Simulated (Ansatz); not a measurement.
A nudged elastic band was laid between two geometries of H4SSn (6 atoms, charge 0, multiplicity 1).

These are results of Ansatz, RKS PBE-D4/def2-SVP, not measurements.

```
movable images  : 5
climbing image  : yes
spring          : 5.0 eV/Å²
optimiser       : quadratic models (default)
start path      : IDPP
force threshold : 0.05 eV/Å
iteration limit : 60
end points      : relaxed
```

Image 0:

```xyz
6
Properties=species:S:1:pos:R:3
S 1.054 -0.918 1.289
Sn -0.316 0.458 -0.202
H 1.152 -1.937 0.389
H -1.780 -0.374 -0.593
H 0.564 0.826 -1.644
H -0.633 1.882 0.715
```

Image 6:

```xyz
6
Properties=species:S:1:pos:R:3
S 0.664 -1.512 0.951
Sn -0.426 0.296 -0.292
H 1.866 -0.871 0.984
H -2.035 -0.271 -0.532
H 0.382 0.543 -1.800
H -0.409 1.751 0.641
```

Which bonds break or form, and what moves?

No bond is made or broken. The dihedral H3–S1–Sn2–H5 goes from -61 to 59°. The two ends are copies of one structure, up to a mirror image or an exchange of like atoms.

Give the energies along the band, and the barrier.

The forces met the threshold. The highest image is number 3 of 0 to 6, 0.019 eV above the ends, which have the same energy within 2 meV. A vibrational analysis at the climbing image gives one clearly imaginary mode, 138i cm⁻¹: a first-order saddle point.

```tsv
image	path coordinate (Å)	energy (eV)	dihedral H3–S1–Sn2–H5 (°)
0	0.00	0.000	-61
1	0.34	0.004	-42
2	0.67	0.014	-22
3	1.01	0.019	-1
4	1.34	0.014	20
5	1.67	0.005	40
6	2.01	0.000	59
```

What is the geometry of the highest image?


```xyz
6
Properties=species:S:1:pos:R:3
S 0.700 -1.237 1.283
Sn -0.403 0.395 -0.182
H 1.670 -1.468 0.357
H -2.002 -0.167 -0.515
H 0.531 0.502 -1.630
H -0.453 1.912 0.640
```

What are the harmonic wavenumbers there?

138i, 337, 425, 462, 672, 678, 686, 699, 1850, 1866, 1872, 2633 cm⁻¹.

Run time: 20 s on 1 thread of AMD EPYC 9R14 (Zen 4), with other jobs on the host, peak memory 0.13 GiB.
